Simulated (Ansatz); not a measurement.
Cost and result up the ladder for Cs2F3 (5 atoms). Total charge 0; doublet. Geometry: r2SCAN-D4/def2-SVP.

```tsv
atom	x (Å)	y (Å)	z (Å)
Cs1	0.4994	0.2948	-1.9345
Cs2	-0.4967	-0.2951	1.9350
F3	-1.6061	-0.8160	-0.5378
F4	1.5505	-1.0405	0.2406
F5	0.0529	1.8569	0.2967
```

Ansatz on 4 threads of Arm Neoverse V1 on a shared host. Times are rough, and most runs start from the orbitals of an earlier one. PBE0-D4/def2-TZVP serves as the yardstick here, not as an exact answer. Differences are given only for rows in sets of like size (and for xTB, whose basis is part of the method), since another set adds its own error. Binding counts from free atoms at the same level (Cs doublet, F doublet; other spins of the atoms weren't run), without zero-point energy or a counterpoise term.

In the def2 sets Cs takes a core potential; there is no spin–orbit coupling. LC-ωPBE has ω = 0.4 bohr⁻¹. Correlated methods freeze 3 core orbitals; core or outer-core shells of Cs are correlated, in sets that lack core-valence functions. The rows differ in basis, and correlated rows in double-zeta sets carry the largest basis error. Another isomer (doublet) lies 0.81 eV lower at PBE0-D4/def2-TZVP; other spin states weren't run for this one.

Correlated methods converge slowly with the basis, most of all in double-zeta sets.

| level | functions | wall time | binding energy per atom (eV) | difference from PBE0-D4/def2-TZVP (eV) |
| --- | --- | --- | --- | --- |
| PBE-D4/def2-TZVP (with forces) | 151 | 6 s | 2.76 | 0.34 |
| PBE0-D4/def2-TZVP | 151 | 11 s | 2.42 | 0.00 |
| LC-ωPBE/def2-TZVP | 151 | 12 s | 2.42 | 0.00 |
| BHLYP-D4/def2-TZVP | 151 | 17 s | 2.13 | -0.29 |
| r2SCAN-D4/def2-TZVP | 151 | 21 s | 2.64 | 0.21 |
| CCSD(T)/def2-SVP | 90 | 38 s | 2.01 | – |
